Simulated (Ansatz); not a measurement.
Basis-set extrapolation for CH6B3Cl, SMILES `BB(C)BCl` (PBE0-D4/def2-TZVP geometry, frozen core, the Gaussian-basis code of Ansatz). Multiplicity 1, RHF reference.

```json
{"": "HF", "def2-TZVPP": "-574.953664", "def2-QZVPP": "-574.971624"}
{"": "MP2 correlation", "def2-TZVPP": "-0.654647", "def2-QZVPP": "-0.703670"}
{"": "CCSD(T) correlation", "def2-TZVPP": "-0.748556", "def2-QZVPP": "not run"}
```

Energies in hartree. Use E(X) = E(∞) + A·exp(−7.88·√X) for Hartree–Fock and E(X) = E(∞) + B·X^(−2.97) for correlation, with X = 3 and 4, and add CCSD(T) minus MP2 of the smaller set to the MP2 limit.

Question: What is the CCSD(T) energy at the basis-set limit?

Answer: HF limit: -574.971624 + (-0.017960) × 0.13774 = -574.97410. MP2 limit: -0.703670 + (-0.049023) × 0.74074 = -0.73998. Higher-order term: -0.748556 − (-0.654647) = -0.09391. Total: -575.80799 hartree, 277.7 kJ/mol below CCSD(T)/def2-TZVPP.
